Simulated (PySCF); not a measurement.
GaOCl + HF → GaOF + HCl

Level: PBE0 in the def2-TZVP basis family, all electrons, no relativity, computed in PySCF with density fitting; open shells unrestricted.

```json
{"species": "GaOCl", "state and structure": "singlet, C∞v, Ga–Cl 2.081 Å, Ga–O 1.643 Å; Cl–Ga–O 180.0°", "E (Eh)": "-2459.86044", "ZPE (kJ/mol)": "10.3", "H(298 K) − H(0) (kJ/mol)": "12.8", "S° (J/(mol K))": "266.4"}
{"species": "HF", "state and structure": "singlet, C∞v, H–F 0.920 Å", "E (Eh)": "-100.39188", "ZPE (kJ/mol)": "24.9", "H(298 K) − H(0) (kJ/mol)": "8.7", "S° (J/(mol K))": "173.6"}
{"species": "GaOF", "state and structure": "singlet, C∞v, Ga–F 1.711 Å, Ga–O 1.642 Å; F–Ga–O 180.0°", "E (Eh)": "-2099.57144", "ZPE (kJ/mol)": "12.2", "H(298 K) − H(0) (kJ/mol)": "12.2", "S° (J/(mol K))": "255.1"}
{"species": "HCl", "state and structure": "singlet, C∞v, H–Cl 1.279 Å", "E (Eh)": "-460.66440", "ZPE (kJ/mol)": "17.9", "H(298 K) − H(0) (kJ/mol)": "8.7", "S° (J/(mol K))": "186.6"}
```

(1) What is the electronic reaction energy?

(2) Add zero-point, thermal and entropy terms for 298.15 K and 1 bar.

Answers

(1) At PBE0/def2-TZVP, ΔE = 43.3 kJ/mol from the differences of the total energies times 2625.5, uphill. Ligand exchange with HF takes part in thermal etching.

(2) ΔZPE = -5.1 and Δ[H(298) − H(0)] = -0.6 kJ/mol give ΔH° = 37.6 kJ/mol. ΔS° = 1.7 J/(mol K), so ΔG° = 37.6 − 298.15 × (0.0017) = 37 kJ/mol and log₁₀K = -6.5.

Each species is the lowest minimum found with this bonding; other isomers or fragments can lie lower.
